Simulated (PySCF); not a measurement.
# Electron correlation in Ar⁺ (argon, charge +1)

[Ne] 3s2 3p4 3d1, one real determinant (an excited configuration). Calculation: PySCF 2.14, in aug-cc-pV(T+d)Z with one added diffuse shell each of s, p, d, f type (7s6p5d3f, 71 functions); the non-relativistic Hamiltonian (point nucleus). Frozen: [Ne]; 7 electrons correlated.

```csv
level,correlation energy (mhartree)
CCSD,-170.01
(T),-7.02
CCSD(T),-177.03
```

Diagnostics: T1 = 0.0082, D1 = 0.0263, largest double amplitude 0.093.

The real determinant used has ⟨L²⟩ near 8 against 12 for a pure F term, so it mixes terms. The outer electron is Rydberg-like, and this basis confines it to a smaller radius and binds it less than a complete one would.

Cost of the coupled-cluster step: about 9 core-seconds, for 7 correlated electrons.

The reference is one real determinant that mixes LS terms of this configuration.
